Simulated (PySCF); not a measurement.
Input for PySCF: R-MP2/6-31G* on CH5BOS (SMILES CB(O)S), a point of a torsion scan.

```python
from pyscf import gto, scf, dft, mp
from pyscf.data.elements import chemcore

mol = gto.M(
    atom='''
    C    -0.72486120   -0.64487370   -0.01373259
    B     0.41508256    0.46620203    0.06078738
    O     0.44044471    1.54870065   -0.72805835
    S     1.79008354    0.35752707    1.23427204
    H    -0.59584259   -1.45733490    0.69634882
    H    -1.70402401   -0.20378160    0.17141424
    H    -0.76611991   -1.08670840   -1.00910695
    H    -0.26117317    1.66024246   -1.36857048
    H     1.43641154   -0.78649313    1.80709677
    ''',
    basis='6-31g*',
    cart=True,
    charge=0, spin=0, verbose=3, max_memory=1800)
mf = scf.RHF(mol)
mf.conv_tol = 1e-8
mf.max_cycle = 100
mf.kernel()
if not mf.converged:
    mf = mf.newton().run(mf.mo_coeff, mf.mo_occ)
pt = mp.MP2(mf, frozen=chemcore(mol)).run()
```

Problem. Predict the final total energy.

Solution. -538.4295 hartree.
